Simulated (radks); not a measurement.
Valence configurations of Bi+. Calculated with a radial shooting solver on a logarithmic mesh with Libxc functionals: Dirac Kohn-Sham, PBE, spin-unpolarised, spherical densities, point nucleus; open shells fill j = l - 1/2 first. Energies are relative to [Hg] 6p2; eigenvalues in eV.

valence                    E (eV)  e(4f5/2)  e(4f7/2)  e(5d3/2)  e(5d5/2)  e(6p1/2)
[Hg] 6p2                    0.000   -162.18   -156.69   -35.875   -32.879   -12.542
[Xe] 4f14 5d10 6s1 6p3     11.212   -164.24   -158.75   -37.794   -34.773   -13.574
[Xe] 4f14 5d9.5 6s2 6p2.5  11.710   -165.44   -159.95   -38.367   -35.303   -13.447
[Xe] 4f12 5d10 6s2 6p4     330.88   -204.00   -198.20   -50.061   -46.413   -16.309
[Xe] 4f13 5d10 6s2 6p3     155.79   -182.79   -177.14   -42.885   -39.563   -14.452
[Xe] 4f12 5d9 6s2 6p5      365.84   -210.86   -205.05   -55.081   -51.297   -17.969
[Xe] 4f12 5d9.5 6s2 6p4.5  347.91   -207.43   -201.62   -52.583   -48.866   -17.147
[Xe] 4f12 5d10 6s1 6p5     344.41   -205.92   -200.12   -51.811   -48.141   -17.213
[Xe] 4f14 5d9 6s2 6p3      24.268   -168.72   -163.22   -40.828   -37.696   -14.324
[Xe] 4f14 5d8.5 6s2 6p3.5  37.674   -171.99   -166.50   -43.263   -40.063   -15.176

NIST lists [Hg] 6p2 as the ground configuration; this level of theory agrees among the configurations tried. The energies are those of spherical spin-averaged densities, not of single terms.
